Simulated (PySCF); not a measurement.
CHO$_{3}$ (SMILES O=C([O-])O), charge -1, singlet, geometry from GFN2-xTB (in this run its highest filled SCF level lies above zero, so its values depend strongly on the basis, on diffuse functions most of all). Base run: PySCF with DF-BLYP/cc-pVTZ.

The PySCF input:
```python
from pyscf import gto, scf, dft

mol = gto.Mole()
mol.atom = '''
    O     1.133934   -0.595474    0.060069
    C    -0.172049    0.046248   -0.010546
    O    -0.117490    1.273465    0.033117
    O    -1.108087   -0.728969   -0.101257
    H     1.765446    0.130336    0.127853
'''
mol.basis = 'cc-pvtz'
mol.charge = -1
mol.spin = 0
mol.verbose = 4
mol.build()

mf = dft.RKS(mol)
mf.xc = 'blyp'
mf = mf.density_fit(auxbasis='def2-universal-jkfit')
mf.kernel()
mf.analyze()
```

The base run was repeated with changes; each row names its change, and settings that it needs were set with it.

| change | ΔE vs base (mEh) | grid points | electrons on the grid |
|---|---|---|---|
| base | 0.000 | 66176 | 32.00000 |
| grids.level = 4 | 0.002 | 129096 | 32.00000 |
| grids.radi_method = delley | 0.000 | 69848 | 32.00000 |
| grids.level = 2 | 0.000 | 50208 | 32.00000 |
| grids.prune = dft.gen_grid.sg1_prune | 0.007 | 29800 | 31.99999 |
| grids.atom_grid = (150, 974) | 0.002 | 393304 | 32.00000 |
| grids.prune = dft.gen_grid.treutler_prune | 0.003 | 57928 | 32.00000 |
| grids.level = 0 | -16.949 | 4968 | 32.00883 |
| grids.atom_grid = (99, 590) | 0.002 | 157952 | 32.00000 |
| grids.level = 1 | 0.017 | 23192 | 31.99998 |
| grids.atom_grid = (50, 194) | 0.002 | 32456 | 32.00001 |
